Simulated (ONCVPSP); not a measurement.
arsenic (As): one change to an ONCV potential, before and after

arsenic (As), optimised norm-conserving Vanderbilt (ONCV), made with ONCVPSP 4.0.1 (PBE, scalar-relativistic). Core [Ne], reference 3s2 3p6 3d10 4s1.75 4p3.25. Waves: 3s+4s: rc 1.00 bohr, ncon 4, nbas 8, qcut 10 1/bohr, 2 projectors; 3p+4p: rc 1.20 bohr, ncon 4, nbas 8, qcut 13.3 1/bohr, 2 projectors; 3d: rc 1.15 bohr, ncon 4, nbas 8, qcut 15.5 1/bohr, 2 projectors, debl 3.3 Ha. Local part: polynomial inside 0.90 bohr (lpopt 5, dvloc0 2 Ha). Core correction: none.

Change: p: qcut 8.3.

Cutoffs: the cutoffs (Ha) at which the residual kinetic energy of the hardest occupied pseudo-wave falls to 1 and 0.1 mHa per electron; they do not see the model core or the augmentation charge, which bear on the density cutoff. Errors are all-electron minus pseudo energies relative to the spin-unpolarised reference configuration.

Task: Predict the effect on cutoff, ghosts and configuration errors.

Result: The potential gets harder (90 Ha and 100 Ha → 116 Ha and 148 Ha); the errors of the 4 common tests hardly move; neither file shows a bound ghost.

| quantity | base | changed |
| --- | --- | --- |
| cutoff, loose | 90 Ha | 116 Ha |
| cutoff, tight | 100 Ha | 148 Ha |
| loose cutoff by channel | s 41 Ha, p 59 Ha, d 90 Ha | s 41 Ha, p 116 Ha, d 90 Ha |
| bound ghosts | none | none |
| GHOST(+) flags under 300 eV | none | none |
| error for 3s2 3p6 3d10 4s2 4p3, meV [ΔE -2.33 eV] | +0.1 | +0.1 |
| error for 3s2 3p6 3d10 4s2 4p2, meV [ΔE 6.82 eV] | -0.7 | -0.6 |
| error for 3s2 3p6 3d10 4s2 4p1, meV [ΔE 24.74 eV] | -2.5 | -2.3 |
| error for 3s2 3p6 3d10 4s1 4p0, meV [ΔE 103.09 eV] | -15 | -14 |
| s: phases at 1.02 bohr within 0.05 rad from the reference energy up to (Ha; the scan ends near 5) | to the end of the scan | to the end of the scan |
| p: phases at 1.22 bohr within 0.05 rad from the reference energy up to (Ha; the scan ends near 5) | to the end of the scan | to the end of the scan |
| d: phases at 1.17 bohr within 0.05 rad from the reference energy up to (Ha; the scan ends near 5) | to the end of the scan | to the end of the scan |
